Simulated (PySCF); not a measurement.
# Computed NMR parameters against published values

Geometry:
| atom | x (Å) | y (Å) | z (Å) |
| --- | --- | --- | --- |
| C1 | 3.126 | -0.336 | -0.596 |
| C2 | 2.187 | 0.356 | 0.020 |
| C3 | 1.214 | -0.224 | 1.005 |
| C4 | -0.185 | -0.078 | 0.468 |
| C5 | -0.674 | -0.989 | -0.460 |
| C6 | -1.946 | -0.846 | -0.985 |
| C7 | -2.744 | 0.216 | -0.591 |
| C8 | -2.262 | 1.133 | 0.326 |
| C9 | -0.989 | 0.988 | 0.850 |
| H10 | 3.794 | 0.117 | -1.309 |
| H11 | 3.272 | -1.387 | -0.410 |
| H12 | 2.055 | 1.410 | -0.185 |
| H13 | 1.445 | -1.278 | 1.173 |
| H14 | 1.299 | 0.310 | 1.955 |
| H15 | -0.051 | -1.816 | -0.770 |
| H16 | -2.316 | -1.563 | -1.702 |
| H17 | -3.737 | 0.327 | -0.999 |
| H18 | -2.879 | 1.964 | 0.635 |
| H19 | -0.619 | 1.707 | 1.568 |

Level of theory: GFN2-xTB structure, shielding tensors at PBE0/pcSseg-1 (GIAO), in PySCF 2.14.0 with density-fitted response routines (single conformer, equivalent nuclei averaged, no relativistic terms, gas phase).

Reference values: measured (solution, not stated per compound (mostly CDCl3 or CCl4); Pretsch, Buehlmann, Badertscher, Structure Determination of Organic Compounds, 4th ed. (2009)).
```
atoms  quantity  reference  computed  computed, scaled
  H12      δ ¹H       5.89      6.12              5.86
  H11      δ ¹H       5.01      5.44              5.22
  H10      δ ¹H       5.00      5.11              4.91
```

Computed shifts are σ(ref) − σ with the named reference compound (TMS for H and C) calculated as an isolated molecule at the same level. The measured values may be among those fitted. Empirical linear scaling, fitted to shifts measured mostly in CDCl3 for H and C (δ vs TMS): ¹H: δ = 30.01 − 0.943σ (rms 0.17 ppm, 504 shifts, 0.18 ppm with the 4 outliers that the fit left out). A few per cent of atoms miss by over 2 rms, more outside the fitted compound classes.

Problem. How far are the unscaled ¹H shifts from the references?

Solution. Mean signed difference +0.26 ppm, mean absolute 0.26 ppm over 3 comparisons; the largest is +0.43 ppm at H11 (hydrogen on a terminal =CH2 carbon).
